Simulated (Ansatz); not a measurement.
Stepwise reaction of `NC[SiH3]` with ammonia, as a gas-phase model of exchange steps in deposition or etching. ΔE in kJ/mol.

Isolated molecules relaxed with PBE0-D4/def2-TZVP in Ansatz; ΔE leaves out vibrations. CCSD(T)/CBS adds triple-zeta CCSD(T) − MP2 to the extrapolated MP2 energy (def2 sets, frozen cores). This one scheme is used for every species. DFT in def2-TZVPP. B3LYP here is the variant with VWN-RPA as its local correlation; programs differ in this. One conformer a species, not always the lowest.

```csv
step,reaction,PBE-D4,B3LYP-D4,ωB97M-V,CCSD(T)/CBS
1,`NC[SiH3]` + NH₃ → `NC[SiH2]N` + H₂,-27.2,-30.2,-31.6,-30.5
2,`NC[SiH2]N` + NH₃ → `NC[SiH](N)N` + H₂,-37.7,-39.4,-39.4,-39.5
```

Question: By hand: ΔE of the 2 steps together at CCSD(T)/CBS.

Answer: (-30.5) + (-39.5) = -70.0 kJ/mol, or -35.0 kJ/mol a step.

In ΔE each step is lower than the one before. All are downhill at CCSD(T)/CBS. PBE-D4 differs from CCSD(T)/CBS by 1.8 to 3.3 kJ/mol a step. Isolated molecules leave out the surface, adducts and barriers. Largest T1 diagnostic: 0.010.
